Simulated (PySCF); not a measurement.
CH5NO2Si2, SMILES N#CO[SiH2][SiH2]O. Geometry: PBE-D3(BJ)/def2-SVP. The structure was generated by enumeration, and PubChem lists no compound with its InChIKey, so it may never have been made. The values are those of a single conformer.

Q: Give the equilibrium geometry at PBE-D3(BJ)/def2-SVP (PySCF confirms it by a frequency run) as bond lengths and angles. (The exact figures need the calculation; the answer reports its results.)

A: This is not unique; one that fits is 
Atoms: N1 C2 O3 Si4 Si5 O6 H7 H8 H9 H10 H11. Bonded distances (Å): N1–C2 1.179, C2–O3 1.289, O3–Si4 1.759, Si4–Si5 2.360, Si4–H7 1.502, Si4–H8 1.498, Si5–O6 1.687, Si5–H9 1.505, Si5–H10 1.506, O6–H11 0.973. Angles (°): N1–C2–O3 179.1, C2–O3–Si4 121.4, O3–Si4–Si5 108.5, O3–Si4–H7 106.5, O3–Si4–H8 103.4, Si5–Si4–H7 113.6, Si5–Si4–H8 114.4, H7–Si4–H8 109.6, Si4–Si5–O6 100.9, Si4–Si5–H9 110.8, Si4–Si5–H10 109.9, O6–Si5–H9 112.9, O6–Si5–H10 113.2, H9–Si5–H10 108.9, Si5–O6–H11 116.0.
